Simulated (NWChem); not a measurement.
# tin monoxide (SnO, singlet); SMILES [Sn]=[O]

Program: NWChem. Low-valent species are run as closed-shell singlets; no triplet was tried in these runs. Geometry: optimised at PBE0-D3(BJ)/def2-TZVP. def2 effective core potentials on Sn; no spin-orbit coupling. Level PBE0/def2-SVPD: single points from the atomic guess with DIIS by default; each run changes one setting, and all converged runs end within 0.3 mHa of each other.

Problem. Which setting needs the most SCF iterations, or fails (defaults; no level shifting; core-Hamiltonian guess; occupation smearing of 0.005 Ha; no DIIS, 40 % damping)?

Solution. no DIIS, 40 % damping, which doesn't converge.
```tsv
setting	SCF iterations
defaults	9
no level shifting	9
occupation smearing of 0.005 Ha	9
core-Hamiltonian guess	13
no DIIS, 40 % damping	not converged in 200
```
